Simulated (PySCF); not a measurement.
Cl3Cr, neutral, multiplicity 4. Atoms are numbered in the order given.

```xyz
4

Cr     0.0000     0.0000     0.0000
Cl     2.1401     0.0000     0.0000
Cl    -1.0701    -1.8534     0.0000
Cl    -1.0701     1.8534     0.0000
```
Charge 0, spin multiplicity 4.

Coordinates come from a B3LYP-D3(BJ)/def2-SVP optimisation. The geometry has at least one imaginary mode, so it is a saddle point at that level. The multiplicity is an assumed one; other spin states were not compared.

Calculation: TDA-PBE/def2-SVPD in PySCF.

Vertical excitations; the highest root listed may be one member of a degenerate set. Gas-phase values at a fixed geometry.

```csv
state,energy (eV),λ (nm),f,main pairs
root 1,0.76,1631,0.000,"α HOMO→LUMO 50 %, α HOMO−1→LUMO+1 50 %"
root 2,0.77,1612,0.000,"α HOMO−1→LUMO 50 %, α HOMO→LUMO+1 50 %"
root 3,1.09,1135,0.000,"α HOMO→LUMO+1, α HOMO−1→LUMO (degenerate set)"
root 4,1.09,1135,0.000,"α HOMO−1→LUMO+1, α HOMO→LUMO (degenerate set)"
root 5,1.28,966,0.001,α HOMO−2→LUMO+1 (degenerate set)
root 6,1.28,966,0.001,α HOMO−2→LUMO (degenerate set)
root 7,2.63,471,0.010,α HOMO−3→LUMO+1 (degenerate set)
root 8,2.63,471,0.010,α HOMO−3→LUMO (degenerate set)
root 9,3.02,411,0.000,α HOMO−4→LUMO (degenerate set)
root 10,3.02,411,0.000,α HOMO−4→LUMO+1 (degenerate set)
```
Unrestricted roots are not spin-pure.
